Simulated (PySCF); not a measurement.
Vertical excitations of a molecule C₃H₄O₂Si from TDA-ωB97X/def2-SVPD in PySCF 2.14.0, as energy in eV (oscillator strength): 5.24 (0.004), 6.00 (0.000), 6.24 (0.004), 6.26 (0.001), 7.73 (0.019), 8.00 (0.273), 8.18 (0.002), 8.22 (0.001), 8.39 (0.182), 8.44 (0.016). Lowest triplet (TDA): 4.58 eV. The structure is a stationary point at PBE0-D3(BJ)/def2-SVP. Other conformers were not sampled.

Task: Which molecule gave these data?
A. O=C[Si@H]1C=CO1
B. C=C=C1O[SiH2]O1
C. C=C1OC(=O)[SiH2]1
D. C#C[SiH2]C(=O)O

Result: D, C#C[SiH2]C(=O)O
